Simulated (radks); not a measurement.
Species: Tl4+. Configuration: [Kr] 4d10 4f14 5p6 5d9 6p2 (not the ground configuration). All-electron calculation, Dirac Kohn-Sham, PBE, spin-unpolarised, spherical densities, finite nucleus; open shells fill j = l - 1/2 first; Fermi nuclear charge, rms radius 5.4759 fm. Program: a radial shooting solver on a logarithmic mesh with Libxc functionals.

Radial electron density D(r) = 4 pi r^2 rho(r):

| r (bohr) | D(r) (e/bohr) |
|---|---|
| 0.0007197 | 7.345 |
| 0.0009677 | 11.41 |
| 0.001301 | 17.45 |
| 0.001763 | 26.47 |
| 0.002371 | 38.68 |
| 0.003187 | 54.63 |
| 0.004285 | 73.74 |
| 0.005807 | 94.29 |
| 0.007808 | 110.7 |
| 0.0105 | 118.3 |
| 0.01423 | 114.5 |
| 0.01913 | 106.1 |
| 0.02572 | 108.1 |
| 0.03485 | 129.7 |
| 0.04686 | 150.5 |
| 0.063 | 141.6 |
| 0.0847 | 120.6 |
| 0.1148 | 132.4 |
| 0.1543 | 138.5 |
| 0.2075 | 96.15 |
| 0.2812 | 82.47 |
| 0.3781 | 94.00 |
| 0.5083 | 60.95 |
| 0.6889 | 28.58 |
| 0.9262 | 21.25 |
| 1.245 | 13.43 |
| 1.674 | 5.580 |
| 2.269 | 1.929 |
| 3.051 | 0.5114 |
| 4.102 | 0.05972 |
| 5.559 | 0.001655 |

D(r) has 4 maxima, at r = 0.0110, 0.0504, 0.139, 0.360 bohr, and minima at 0.0216, 0.0896, 0.255 bohr, inside which lie 2.03, 11.04, 30.07 electrons.
